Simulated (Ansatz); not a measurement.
Consider the formal exchange of groups at the Si–O bond: `C=C[SiH](C)O[SiH3]` + `BCl` → `[SiH3]BCl` + `C=C[SiH](C)O`.

Computed with Ansatz on PBE0-D4/def2-TZVP structures; ΔE is electronic, products minus reactants. CCSD(T)/CBS adds triple-zeta CCSD(T) − MP2 to the extrapolated MP2 energy (def2 sets, frozen cores). This one scheme is used for every species. DFT in def2-TZVPP. One conformer a species, not always the lowest.

(1) Is it downhill or uphill in electronic energy at CCSD(T)/CBS, and by how much? (An estimate is asked.)

(2) What do these levels give: PBE0-D4, r2SCANh-D4, BHLYP-D4, CAM-B3LYP-D4, B2PLYP, PBE0, r2SCANh, CCSD/def2-SVP, CCSD(T)/def2-SVP, HF/def2-TZVPP, SCS-MP2/def2-TZVPP, CCSD/CBS(def2)? (Best estimate.)

Largest T1 diagnostic among the species: 0.014.

Answers

(1) The calculation gave: Uphill: ΔE = +30.4 kcal/mol.

(2) Ansatz gave: PBE0-D4 26.8, r2SCANh-D4 29.2, BHLYP-D4 33.7, CAM-B3LYP-D4 31.9, B2PLYP 30.9, PBE0 26.0, r2SCANh 28.9, CCSD/def2-SVP 29.3, CCSD(T)/def2-SVP 28.7, HF/def2-TZVPP 36.2, SCS-MP2/def2-TZVPP 32.9, CCSD/CBS(def2) 31.1 kcal/mol.

The D4 term adds +1.3 kcal/mol with B3LYP and +0.8 kcal/mol with PBE0; it sums over pairs of atoms, weighted by their polarisabilities, and B3LYP, whose exchange is more repulsive, gets the larger term. From BLYP to BHLYP (50 % exact exchange), in def2-TZVPP and without D4, ΔE moves by +4.9 kcal/mol. In def2-TZVPP, CCSD(T) changes the Hartree–Fock value by −5.9 kcal/mol (the triples alone add −0.8 kcal/mol) and MP2 by −4.1 kcal/mol.

B3LYP here is the variant with VWN-RPA as its local correlation; programs differ in this.
